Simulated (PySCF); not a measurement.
# Spinor energies of Ag²⁺ (silver, charge +2)

Start: [Kr] 4d8 5p1; 4d3/2 filled at m_j = -1/2, +1/2, +3/2; 4d5/2 filled at m_j = -3/2, -1/2, +1/2, +3/2, +5/2; 5p3/2 filled at m_j = +3/2. Calculated with PySCF 2.14 in x2c-TZVPall-2c with one added diffuse shell each of s, p, d type (9s10p8d1f, 86 functions): generalised Hartree-Fock with the X2C-1e Hamiltonian and a Gaussian nucleus; one run each with spin-orbit coupling (SO) switched off, then screened by Boettger's factors. This is a chosen level, not necessarily the ground level.

```
spinor shell  electrons  ε, spin-free (eV)  ε, screened SO (eV)  weight of nominal j (screened SO)  rms radius, screened SO (bohr)
       1s1/2          2           -25675.8             -25673.8                              1.000                          0.0357
       2s1/2          2            -3892.5              -3891.9                              1.000                           0.146
       2p1/2          2            -3487.6              -3609.1                              1.000                           0.127
       2p3/2          4            -3487.6              -3431.5                              1.000                           0.131
       3s1/2          2            -775.23              -775.08                              1.000                           0.392
       3p1/2          2            -638.95              -661.16                              1.000                           0.387
       3p3/2          4            -638.95              -628.64                              1.000                           0.398
       3d3/2          4            -424.40              -428.46                              0.997                           0.374
       4s1/2          2            -145.50              -145.49                              1.000                           0.971
       4p1/2          2            -103.18              -108.41                              0.952                            1.04
       4p3/2          4            -103.18              -100.73                              0.976                            1.07
       4d5/2          5            -42.471              -42.423                              0.625                            1.36
       4d3/2          3            -42.471              -42.733                              0.664                            1.35
       5p3/2          1            -19.153              -19.008                              1.000                            3.25
```

(1) Where does 3d5/2 lie, and what is the 3d spin-orbit splitting (screened SO)?

```tsv
quantity	spin-free	screened SO
E (hartree)	-5310.85751	-5311.84963
M_J	11/2	11/2
⟨J²⟩	35.759	35.758
⟨L²⟩	20.007	20.099
⟨S²⟩	3.752	3.741
```

Each row is a mean over spinors that exchange with the open shell spreads, by up to 9.006 eV (4p3/2).

Rows whose weight is well below 1 are mixtures of j = l ± 1/2: exchange outweighs spin-orbit coupling there, and the label is only the starting occupation.

Breit and QED terms are absent; they matter most for the inner s and p1/2 levels.

Densities and radii are taken from the X2C orbitals without a picture-change correction, which distorts them close to the nucleus.

Without spin-orbit coupling the j labels of p, d and f shells carry no meaning; the spin-free column gives the mean over the occupied spinors of each nl shell.

Results:

(1) At -421.55 eV, 6.910 eV above 3d3/2.
